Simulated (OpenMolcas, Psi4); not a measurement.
How methods differ on GaNH3 (SMILES [NH2][GaH])

GaNH3 has 5 atoms, charge 0, and is taken as a doublet. As SMILES, `[NH2][GaH]`. The shape is that of a PBE0-D4/def2-TZVP optimisation. This is one conformer, not always the lowest.

| atom | x (Å) | y (Å) | z (Å) |
| --- | --- | --- | --- |
| N | -0.2119 | -0.6840 | 0.0647 |
| Ga | 0.8155 | 0.7829 | 0.4170 |
| H | -0.9468 | -0.7013 | -0.6251 |
| H | -0.1152 | -1.5693 | 0.5320 |
| H | 0.5082 | 2.0979 | -0.4301 |

Quantity: the dipole moment, in D. The values are calculated.

```
                               level           kind     program  value (D)
                       UHF/def2-TZVP   Hartree–Fock  OpenMolcas       0.83
                    USVWN5/def2-TZVP            LDA  OpenMolcas       1.15
                     UBLYP/def2-TZVP            GGA  OpenMolcas       1.10
                      UPBE/def2-TZVP            GGA  OpenMolcas       1.14
                  U-r2SCAN/def2-TZVP       meta-GGA  OpenMolcas       1.11
                     UTPSS/def2-TZVP       meta-GGA  OpenMolcas       1.12
UPBE0-D4/def2-TZVP (density fitting)  global hybrid        Psi4       1.00
                     UPBE0/def2-TZVP  global hybrid  OpenMolcas       1.00
```

All-electron rows without a relativistic Hamiltonian named are non-relativistic. The values span 0.83 to 1.15 D. Magnitudes only.
